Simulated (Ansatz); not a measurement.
H₂Sb, SMILES [SbH2+] (connectivity only; charge and spin as stated), charge +1, multiplicity 1.

Geometry optimised at B3LYP-D3(BJ)/def2-TZVPD. The def2 effective core potentials stand for the cores of Sb; spin–orbit coupling is left out.

Two levels are set side by side: PBE/def2-TZVPD (Ansatz, an electronic-structure program) and PBE0/def2-TZVPD (Ansatz). Energy differences of separate SCF runs at the same geometry; the states with an electron removed or added have multiplicity 2 and 2. Differences are taken from unrounded values.

```json
[
 {"quantity": "vertical ionisation energy (eV)", "PBE0": "17.70", "PBE": "17.68", "PBE minus PBE0": "-0.02"},
 {"quantity": "vertical electron affinity (eV)", "PBE0": "8.74", "PBE": "8.67", "PBE minus PBE0": "-0.08"},
 {"quantity": "vertical singlet–triplet gap (eV)", "PBE0": "1.52", "PBE": "1.58", "PBE minus PBE0": "0.06"}
]
```
